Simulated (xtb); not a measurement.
xtb input (GFN1-xTB):

```bash
xtb mol.xyz --gfn 1 --opt tight --chrg 0 --uhf 0
```
mol.xyz:
```
11

O      2.54337867    -0.20297214    -0.22127023
C      1.48526247    -0.19671782     0.35406590
C      0.22251529     0.30545071    -0.21721732
C     -0.80071793     0.97960813     0.70474372
C     -1.07115216    -0.36433907     0.17244047
F     -2.01079431    -0.49614349    -0.81379430
H      1.40286716    -0.58506376     1.39420051
H      0.27990607     0.67478841    -1.23219863
H     -1.34242310     1.80856646     0.27250203
H     -0.55526505     1.07742978     1.75418328
H     -1.05041173    -1.23066387     0.82142672
```

End of the output:

```
   6 C    8 O           1     1.1996166     1.1996166     1.1996166
   6 C    9 F           1     1.3486849     1.3486849     1.3486849

optimized geometry written to: xtbopt.xyz

           -------------------------------------------------
          | TOTAL ENERGY              -20.944509016954 Eh   |
          | GRADIENT NORM               0.000112123417 Eh/α |
          | HOMO-LUMO GAP               4.232482889159 eV   |
           -------------------------------------------------

------------------------------------------------------------------------
------------------------------------------------------------------------
 total:
 SCF:
 ANC optimizer:
```
